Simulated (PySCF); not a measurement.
First SCF of a structure search on singlet K₂H₂, at a hand-made linear X-M-M-X geometry. PySCF input:

```python
from pyscf import gto, scf, dft
mol = gto.M(atom='''
K      0.000000     0.000000     1.960000
K      0.000000     0.000000    -1.960000
H      0.000000     0.000000     4.240000
H      0.000000     0.000000    -4.240000''',
    basis={'K': 'def2-TZVP', 'H': 'def2-TZVP'},
    charge=0, spin=0)
mf = dft.RKS(mol, xc='PBE0')
mf.grids.atom_grid = (50, 194)
aux = {'K': 'def2-universal-JKFIT', 'H': 'def2-universal-JKFIT'}
mf = mf.density_fit(auxbasis=aux)
mf.conv_tol = 1e-08
mf.diis_space = 10
mf.max_cycle = 60
mf.init_guess = 'minao'
mf.verbose = 4
mf.kernel()
```

Excerpt of the output (cycles and frontier levels):

```
init E= -1200.32998583421
  HOMO = -0.24868503790442  LUMO = -0.103018109597441  gap/eV = 3.96380
cycle= 1 E= -1200.52063526285  delta_E= -0.191  |g|= 0.338  |ddm|= 1.38
  HOMO = -0.100252929962295  LUMO = -0.0744892748620787  gap/eV = 0.70106
cycle= 2 E= -1200.30210365415  delta_E= 0.219  |g|= 0.598  |ddm|= 2.52
  HOMO = -0.177248737786901  LUMO = -0.0817108843225802  gap/eV = 2.59972
cycle= 3 E= -1200.58665954844  delta_E= -0.285  |g|= 0.0937  |ddm|= 1.94
  HOMO = -0.183891479816172  LUMO = -0.0900326732851204  gap/eV = 2.55403
cycle= 4 E= -1200.58972424858  delta_E= -0.00306  |g|= 0.0345  |ddm|= 0.142
  HOMO = -0.17744862125864  LUMO = -0.0902156922083681  gap/eV = 2.37373
cycle= 5 E= -1200.59072495161  delta_E= -0.001  |g|= 0.00322  |ddm|= 0.134
  HOMO = -0.177163189410538  LUMO = -0.0899204607043136  gap/eV = 2.37400
cycle= 6 E= -1200.59073254969  delta_E= -7.6e-06  |g|= 0.000815  |ddm|= 0.0101
  HOMO = -0.17728366590981  LUMO = -0.0899449621645414  gap/eV = 2.37661
cycle= 7 E= -1200.59073282269  delta_E= -2.73e-07  |g|= 0.000244  |ddm|= 0.00164
  HOMO = -0.17731083163144  LUMO = -0.0899406702367109  gap/eV = 2.37746
cycle= 8 E= -1200.59073285727  delta_E= -3.46e-08  |g|= 4.11e-05  |ddm|= 0.000902
  HOMO = -0.177313430586646  LUMO = -0.0899364718566096  gap/eV = 2.37765
cycle= 9 E= -1200.5907328583  delta_E= -1.03e-09  |g|= 3.1e-06  |ddm|= 0.000191
  HOMO = -0.177311948542289  LUMO = -0.0899367213936975  gap/eV = 2.37760
Extra cycle  E= -1200.5907328583  delta_E= -2.96e-12  |g|= 3.49e-06  |ddm|= 1.77e-05
converged SCF energy = -1200.5907328583
```

No lower solution of this spin was found by a stability analysis within the restricted form, which does not test spin polarisation.

The search for the lowest solution, with the stability check, took of the order of 6 core-seconds on a shared host.
